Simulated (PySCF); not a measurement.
# Spin states and ions at one geometry of [Re3]−

PySCF 2.14.0, UKS TPSS, Re def2-SVP with ECP60; non-relativistic Hamiltonian with scalar-relativistic core potentials where named; density fitting; no spin-orbit coupling; singlets restricted, open shells unrestricted. The geometry is relaxed for charge -1, triplet, vacuum:

```xyz
3

Re   -0.0289    0.6124    1.2556
Re    0.0578   -1.2248    0.0000
Re   -0.0289    0.6124   -1.2556
```

Energies count from the relaxed state; an electron taken off or put on is at rest in vacuum. Charges and spins are Mulliken's.

```csv
state,energy (eV),spin squared,charge on Re1 (e),spin on Re1 (e),dipole about the centre of mass (D)
"charge -1, triplet, vacuum",0.00,2.23,-0.35,1.26,0.15
"charge -1, quintet, vacuum",0.33,6.05,-0.38,1.60,1.09
"charge 0, doublet, vacuum",1.68,0.94,-0.02,0.64,0.51
"charge 0, quartet, vacuum",1.41,3.85,-0.05,1.57,0.79
```

Problem. What does the state charge -1, singlet, vacuum give?

Solution. energy (eV) 0.26, spin squared 0.00, charge on Re1 (e) -0.37, spin on Re1 (e) 0.00, dipole about the centre of mass (D) 0.22.

With an electron taken off (quartet, the lower of the two states computed) the charges change, summed by element, by Re +1.00 e. The vertical ionisation energy is 1.41 eV, against −ε(HOMO) = -0.48 eV over both spins of the relaxed state. The level lies 1.9 eV too high, as is usual for semilocal functionals and global hybrids, which keep a self-interaction error.

Open shells may have lower solutions than those found.

No frequency check is given that shows the relaxed geometry to be a minimum.
